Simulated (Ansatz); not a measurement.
Reaction (cleavage of the Ge–Si bond): `[SiH3]O[SiH2][GeH3]` + `N[SiH](O)F` → `O[SiH](F)[NH][GeH3]` + `[SiH3]O[SiH3]`

Gas-phase electronic energies from Ansatz, PBE0-D4/def2-TZVP geometries. CBS: MP2 limit from def2 TZ/QZ plus the TZ coupled-cluster correction, frozen cores. This one scheme is used for every species. Functionals use def2-TZVPP. For Ge outer-core shells are correlated without core-valence functions, which leaves a few kJ/mol of doubt a bond. Scalar relativity is left out up to krypton. One conformer a species, not always the lowest.

CCSD(T)/CBS gives +2.9 kJ/mol.

**Question.** Another level gave -6.7 kJ/mol. Which?
A. CAM-B3LYP-D4/def2-TZVPP
B. PBE/def2-TZVPP
C. r2SCANh-D4/def2-TZVPP
D. RPA@PBE/def2-TZVPP

**Answer.** D. RPA@PBE/def2-TZVPP -6.7, r2SCANh-D4 9.7, PBE 20.7, CAM-B3LYP-D4 2.1 kJ/mol.

Largest T1 diagnostic among the species: 0.012.

In def2-TZVPP, CCSD(T) changes the Hartree–Fock value by +11.3 kJ/mol (the triples alone add +0.6 kJ/mol) and MP2 by +6.8 kJ/mol. From PBE to PBE0 (25 % exact exchange), in def2-TZVPP and without D4, ΔE moves by −4.9 kJ/mol. At CCSD(T), def2-SVP lies −15.1 kJ/mol from the extrapolated value and def2-TZVPP −4.6 kJ/mol.

CCSD(T)/CBS has its own doubt, a few kJ/mol and more with outer-core shells, so smaller differences from it don't rank the levels.
